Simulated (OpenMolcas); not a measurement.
# 4s2 4p along the 31-electron sequence

* Program: OpenMolcas 26.06
* Method: MS-CASPT2, IPEA 0.25 Eh, imaginary shift 0.1 Eh
* Basis: ANO-RCC-VQZP
* Scalar Hamiltonian: DKH2, point nucleus
* Spin-orbit coupling: RASSI with atomic mean-field integrals over the reference wave functions, term energies averaged over their components

Active space for each ion: 3 electrons in 4 orbitals (4s 4p); closed shells correlated by CASPT2: 3d.

Computed levels in cm-1 above 2P* 1/2:

```csv
Level,Se3+,Br4+,Kr5+
2P* 3/2,3850,5410,7280
weight of 2P* in the lowest level (%),100,100,100
```

Measured, with the error of the calculation in %. Measured levels: Se3+, Br4+ from Moore, Atomic Energy Levels, vol. II, NSRDS-NBS 35 (1971 reprint of NBS Circular 467, 1952); Kr5+ from Saloman, J. Phys. Chem. Ref. Data 36, 215 (2007).

| Level | Se3+ | Br4+ | Kr5+ |
| --- | --- | --- | --- |
| 2P* 3/2 | 4376 (-12.0) | 6090 (-11.2) | 8110 (-10.3) |

The fine-structure level 2P* 3/2 changes by a factor of 1.89 from Se3+ to Kr5+. Its fourth root runs 7.88, 8.58, 9.24, with steps per unit of Z of 0.70, 0.66; equal steps would mean a (Z - σ)^4 law with constant σ.

Over all roots computed the reference weight is 0.89 to 0.98 in Se3+, 0.90 to 0.99 in Br4+, 0.90 to 0.99 in Kr5+; the roots of lowest weight are the least certain, and an intruder state may touch them. Computed and measured levels are paired by configuration, term and J; levels that our copy of the source lacks, or whose pairing is in doubt (as where it misses far off the trend of its configuration), stay unpaired and out of the deviations. Levels of configurations outside the active space are missing.

* marks odd parity.
